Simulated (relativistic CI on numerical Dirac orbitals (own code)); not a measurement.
# Sb6+: sensitivity of the levels to the model

Base calculation: Dirac-Coulomb-Breit CI, KLI orbitals optimised for each configuration, model QED (radiative potential, 1s self-energy scaled to tabulated hydrogen-like ionisation energies), unscaled Slater integrals.

Configurations in the expansion (outside the closed core [Ar] 3d10): 4s²4p⁶4d⁹, 4s²4p⁶4d⁸5s, 4s²4p⁶4d⁸4f, 4s²4p⁵4d¹⁰, 4s²4p⁶4d⁸5p, 4s²4p⁶4d⁸5d, 4s²4p⁶4d⁸6s, 4s4p⁶4d¹⁰, 4s²4p⁶4d⁸6p, 4s²4p⁶4d⁸5f, 4s²4p⁵4d⁹4f, 4s²4p⁶4d⁸6d, 4s²4p⁶4d⁷5s5p, 4s²4p⁶4d⁸7s, 4s²4p⁶4d⁸5g, 4s²4p⁶4d⁸7p, 4s²4p⁶4d⁸6f, 4s²4p⁶4d⁷4f5s, 4s²4p⁵4d⁹5s, 4s4p⁶4d⁹4f, 4s²4p⁵4d⁹5p, 4s²4p⁵4d⁹5d, 4s²4p⁶4d⁷5s², 4s²4p⁶4d⁶4f5s², 4s²4p⁶4d⁶5s²5p, 4s²4p⁶4d⁶5s²5d, 4s²4p⁶4d⁶5s²6s. Double excitations out of closed p, d and f shells are left out; levels of such configurations are missing from the list, as are those of other unlisted configurations, and high levels can miss mixing partners.

Variants: (1) one mean potential for all configurations; (2) non-relativistic limit. Shifts of the energy above 4s²4p⁶4d⁹ ²D5/2, in cm⁻¹, for the lowest level and the first level of each name with at least 55 % of one term (blank where a level changes its place among those of its configuration and J or its character, or is not in the variant):

| Level | Base | Δ(1) | Δ(2) |
| --- | --- | --- | --- |
| 4s²4p⁶4d⁹ ²D5/2 | 0 | 0 | 0 |
| 4s²4p⁶4d⁹ ²D3/2 | 10381 | -53 | -10381 |
| 4s²4p⁶4d⁸5s ⁴F9/2 | 284671 | +258 | +32289 |
| 4s²4p⁶4d⁸5s ⁴F7/2 | 289583 | +332 | +27376 |
| 4s²4p⁶4d⁸5s ⁴F5/2 | 294997 | +359 | +21963 |
| 4s²4p⁶4d⁸5s ⁴F3/2 | 297007 | +344 | +19952 |
| 4s²4p⁶4d⁸5s ²F7/2 | 299750 | +512 | +27102 |
| 4s²4p⁶4d⁸5s ⁴P1/2 | 313353 | +212 | +23314 |
| 4s²4p⁶4d⁸5s ²D5/2 | 320058 | +428 | +18089 |
| 4s²4p⁶4d⁸5s ²G9/2 | 322812 | +242 | +24731 |
| 4s²4p⁶4d⁸5s ²G7/2 | 322991 | +252 | +24552 |
| 4s²4p⁶4d⁸5s ²P3/2 | 324610 | +462 | +22464 |
| 4s²4p⁶4d⁸5s ²P1/2 | 324702 | +448 | +22372 |
| 4s²4p⁶4d⁸5s ²S1/2 | 365763 | +15 | +22853 |

At this charge configurations can still be misplaced by up to about 7 % of their energy. Levels and lines within the n = 5 or 6 shells can be off by up to 10 % or somewhat more, and those that change n by about 2 %, since core polarisation is missing.

Ionisation energy from the two ground configurations alone: base 117.393 eV. The NIST ASD value (theoretical) is 117 eV.

LS names give the leading component of a level, which can be under half, so a name can repeat, a term be missing and a line seem to break the LS rules.
